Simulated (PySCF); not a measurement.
Several orderings of computed values.

Species are written as SMILES; each is one conformer at its optimised geometry, gas phase, non-relativistic unless stated; the electronic structure was computed with PySCF and density fitting.

The conformers computed, where there is a choice (atom-mapped SMILES and torsion angles):
- `[O:1]=[C:2]([SiH3:3])[O:4][Si@H:5]([SiH3:6])[CH2:7][Cl:8]`: O1–C2–O4–Si5 -5°, C2–O4–Si5–Si6 -2°, O4–Si5–C7–Cl8 71°
- `[CH:1]#[C:2][P:3]([PH2:4])[C:5]([CH3:6])([CH3:7])[CH3:8]`: C2–P3–C5–C6 -44°, H–P4–P3–C2 -161°, H–P4–P3–C2 -69°
- `[CH3:1][CH2:2][S:3](=[O:4])(=[O:5])[C@@H:6]([CH3:7])[C:8](=[O:9])[OH:10]`: C1–C2–S3–O4 -55°, C2–S3–C6–C7 -51°, S3–C6–C8–O9 -73°, H–O10–C8–C6 -173°
- `[CH3:1][O:2][CH2:3][O:4][C@H:5]1[CH2:6][CH2:7][S:8]1(=[O:9])=[O:10]`: C1–O2–C3–O4 -70°, O2–C3–O4–C5 -67°, C3–O4–C5–C6 -177°
- `[CH:1]#[C:2][CH2:3][P:4]([CH3:5])[P:6]([CH3:7])[CH3:8]`: C2–C3–P4–C5 -70°, C3–P4–P6–C7 -83°
- `[CH2:1]=[CH:2][P:3]([CH2:4][PH2:5])[C:6](=[CH2:7])[CH3:8]`: C1–C2–P3–C4 -141°, C2–P3–C4–P5 173°, C2–P3–C6–C7 122°, H–P5–C4–P3 47°, H–P5–C4–P3 -45°
- `[CH3:1][CH2:2][S:3](=[O:4])(=[O:5])[C@H:6]([CH3:7])[O:8][CH:9]=[O:10]`: C1–C2–S3–O4 -72°, C2–S3–C6–C7 -173°, S3–C6–O8–C9 -87°, C6–O8–C9–O10 1°
- `[CH3:1][CH:2][S:3][C@H:4]([CH3:5])[CH2:6][CH3:7]`: C1–C2–S3–C4 165°, C2–S3–C4–C5 -70°, S3–C4–C6–C7 -65°

Task: Rank by HOMO energy, highest first (PBE0/pcSseg-1 at GFN2-xTB geometries).
A. `C#CCP(C)P(C)C`
B. `O=C([SiH3])O[Si@H]([SiH3])CCl`
C. `COCO[C@H]1CCS1(=O)=O`
D. `C#CP(P)C(C)(C)C`
E. `CCS(=O)(=O)[C@@H](C)C(=O)O`

Result: A (-6.23 eV), D (-6.45 eV), C (-7.71 eV), B (-7.89 eV), E (-8.24 eV).

Task: By how much do the two ends of that ranking differ?

Result: By 2.01 eV, between `C#CCP(C)P(C)C` and `CCS(=O)(=O)[C@@H](C)C(=O)O`.

Task: Rank by dipole moment, lowest first (PBE0/pcSseg-1 at GFN2-xTB geometries).
A. `CCS(=O)(=O)[C@H](C)OC=O`
B. `C#CP(P)C(C)(C)C`
C. `P(C=C)(C(=C)C)CP`
D. `COCO[C@H]1CCS1(=O)=O`

Result: B (0.74 D), C (1.59 D), A (2.89 D), D (5.07 D).

Task: Give the two extremes of that set in atomic units.

Result: `C#CP(P)C(C)(C)C`: 0.29 au; `COCO[C@H]1CCS1(=O)=O`: 1.99 au.

Task: Rank by HOMO–LUMO gap, lowest first (PBE0/pcSseg-1 at GFN2-xTB geometries).
A. `COCO[C@H]1CCS1(=O)=O`
B. `C(P)P(C=C)C(=C)C`
C. `C#CP(P)C(C)(C)C`
D. `CCS(=O)(=O)[C@@H](C)C(=O)O`
E. `O=C([SiH3])O[Si@H]([SiH3])CCl`

Result: C (6.12 eV), B (6.25 eV), E (6.94 eV), D (7.50 eV), A (8.52 eV).

Task: Rank by smallest rotational constant, highest first (GFN2-xTB).
A. `C[CH]S[C@H](C)CC` [radical]
B. `COCO[C@H]1CCS1(=O)=O`
C. `C=CP(CP)C(=C)C`
D. `O([C@@H](C)S(=O)(CC)=O)C=O`

Result: A (0.993 GHz), C (0.812 GHz), D (0.757 GHz), B (0.656 GHz).

Task: By how much do the two ends of that ranking differ?

Result: By 0.337 GHz, between `C[CH]S[C@H](C)CC` [doublet state] and `COCO[C@H]1CCS1(=O)=O`.
